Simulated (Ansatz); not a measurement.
Consider the silylene formation by 1,1-elimination: `C=C[SiH2][GeH3]` → `C=[CH][GeH3]` + `[SiH2]`.

Isolated molecules relaxed with PBE0-D4/def2-TZVP in Ansatz; ΔE leaves out vibrations. CCSD(T)/CBS adds triple-zeta CCSD(T) − MP2 to the extrapolated MP2 energy (def2 sets, frozen cores). This one scheme is used for every species. DFT in def2-TZVPP. B3LYP here is the variant with VWN-RPA as its local correlation; programs differ in this. For Ge outer-core shells are correlated without core-valence functions, which leaves a few kJ/mol of doubt a bond. Scalar relativity is left out up to krypton. Each species was taken in one conformer, which may not be the lowest.

Is it downhill or uphill in electronic energy at CCSD(T)/CBS, and by how much? (An estimate is asked.)

The calculation gave: Uphill: ΔE = +2.75 eV.

What do these levels give: PBE-D4, PBE0-D4, B3LYP-D4, ωB97X-V, ωB97M-V, r2SCAN, B3LYP, HF/def2-TZVPP, MP2/def2-TZVPP, CCSD/def2-TZVPP, CCSD(T)/def2-TZVPP, SCS-MP2/def2-QZVPP? (Best estimate.)

Ansatz gave: PBE-D4 2.90, PBE0-D4 2.96, B3LYP-D4 2.75, ωB97X-V 2.86, ωB97M-V 2.70, r2SCAN 3.00, B3LYP 2.61, HF/def2-TZVPP 2.48, MP2/def2-TZVPP 2.84, CCSD/def2-TZVPP 2.61, CCSD(T)/def2-TZVPP 2.66, SCS-MP2/def2-QZVPP 2.75 eV.

Largest T1 diagnostic among the species: 0.014.

The D4 term adds +0.13 eV with B3LYP and +0.07 eV with PBE0; it sums over pairs of atoms, weighted by their polarisabilities, and B3LYP, whose exchange is more repulsive, gets the larger term. In def2-TZVPP, CCSD(T) changes the Hartree–Fock value by +0.18 eV (the triples alone add +0.05 eV) and MP2 by +0.36 eV.
